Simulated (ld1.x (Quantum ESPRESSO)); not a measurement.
Ranking PAW potentials for cerium (Ce)

All share these settings but for the change named:

Ce (Z = 58), PAW, made with ld1.x (Quantum ESPRESSO) 7.5 (PBE, scalar-relativistic). Core [Xe], reference 4f1 5d0 6s0 6p0 (charge +3). Waves: 6s (bound, empty): rcut 2.60, rcutus 3.30 bohr; 6s channel at 3.65 Ry: rcut 2.60, rcutus 3.30 bohr; 6p (bound, empty): rcut 3.45, rcutus 4.10 bohr; 6p channel at 3.2 Ry: rcut 3.45, rcutus 4.10 bohr; 5d (bound, empty): rcut 2.90, rcutus 3.75 bohr; 5d channel at 1.05 Ry: rcut 2.90, rcutus 3.75 bohr; 4f (bound): rcut 0.95, rcutus 1.05 bohr; 4f channel at 0.15 Ry: rcut 0.95, rcutus 1.05 bohr. Local part: all-electron potential smoothed inside 3.80 bohr (lloc = -2). Core correction: Bessel-smoothed model core inside 1.10 bohr. Augmentation charge: BESSEL, radius 0.80 bohr.

Cutoff: the first of the cutoffs (Ry, on a coarse ladder) from which the occupation-weighted sum of valence levels, in a spherical-Bessel basis at the reference potential, stays within 10 and 1 mRy of its value at 400 Ry; the density cutoff is not measured.

The base gives 120 Ry.

Of 7 variants that were run, those that failed, showed a ghost or another fault, or gave nearly equal values are left out.

(1) Rank these variants from softest to hardest (loose cutoff).
A. all radii but the core radius scaled by about 1.26 (s 4.16, p 5.16, d 4.72, f 1.32 bohr, rcut 3.28/4.34/3.66/1.20); local potential all-electron potential smoothed inside 4.78 bohr (lloc = -2); augmentation BESSEL, radius 1.00 bohr
B. all radii but the core radius scaled by about 1.18 (s 3.90, p 4.86, d 4.44, f 1.24 bohr, rcut 3.08/4.08/3.44/1.12); local potential all-electron potential smoothed inside 4.50 bohr (lloc = -2); augmentation BESSEL, radius 0.94 bohr
C. all radii but the core radius scaled by about 1.07 (s 3.52, p 4.38, d 4.00, f 1.12 bohr, rcut 2.78/3.68/3.10/1.02); local potential all-electron potential smoothed inside 4.06 bohr (lloc = -2); augmentation BESSEL, radius 0.86 bohr

Results:

(1) A (70 Ry), B (80 Ry), C (100 Ry).
